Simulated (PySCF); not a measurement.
Sn(F)(Br)(Vi)2, C4H6BrFSn, SMILES C=[CH][Sn]([F])([Br])[CH]=C at its B3LYP/def2-SVP optimised geometry (Å):

```
13

C     -1.8725    -1.3445     2.8066
C     -1.2475    -2.0573     1.8655
Sn    -0.6253    -1.2106     0.0000
F      1.3321    -1.2106     0.0000
Br    -1.3321     1.2106     0.0000
C     -1.0241    -2.1297    -1.8894
C     -0.0001    -2.5287    -2.6511
H     -2.1098    -0.2829     2.6767
H     -2.1719    -1.7979     3.7595
H     -1.0169    -3.1176     2.0238
H     -2.0621    -2.2526    -2.2176
H      1.0409    -2.3986    -2.3365
H     -0.1640    -2.9996    -3.6284
```

Computed with B3LYP/def2-TZVP, def2 effective core potentials past Kr run with PySCF. The core electrons that the potentials of Sn replace are not part of the density. Cells within 0.4 Å of a nucleus heavier than hydrogen are left out (blank, or x).

Map of the deformation density (molecule minus spherical neutral atoms) (e/bohr³) on the plane z = 0.0 Å:

```
|4444444444444444444444444444444|
|4444444433444444444444444444444|
|4444433333333444444444444444444|
|4444333333333344444444444444444|
|4444333333333344444444444444444|
|4443333333333344444444444444444|
|4443333323344444444444444444444|
|4443333334555444444444444444444|
|4444444555576544444444444444444|
|44444456xxx56544444444444444444|
|44444466xxx45544444444444444444|
|444444564xx44444433344444444444|
|4444445544344444333334444444444|
|4444444444455544333334444444444|
|4444444455666543333344444444444|
|4444444455665433333444444444444|
|4433333444554332334444444444444|
|4333333334433322234555444444444|
|4333333333333332346677544444444|
|333333323442xx323575xx844444444|
|33333332343xxxx23670xxx33444444|
|33333332343xxx423574xxx33444444|
|3333333333320032356789644444444|
|3333333333333332245566544444444|
|3333333333333322234455444444444|
|4333333333333222233444444444444|
|4333333333333222333344444444444|
|4433333333333333333334444444444|
|4433333333333333333334444444444|
|4443333333333333333334444444444|
|4444333333333333333334444444444|
```
Scale: ten equal steps from -0.024 (start of '0') to 0.036 (end of '9'), in the order '0123456789'; x runs from -3.50 to 3.50, y from -3.50 (bottom) to 3.50 (top).
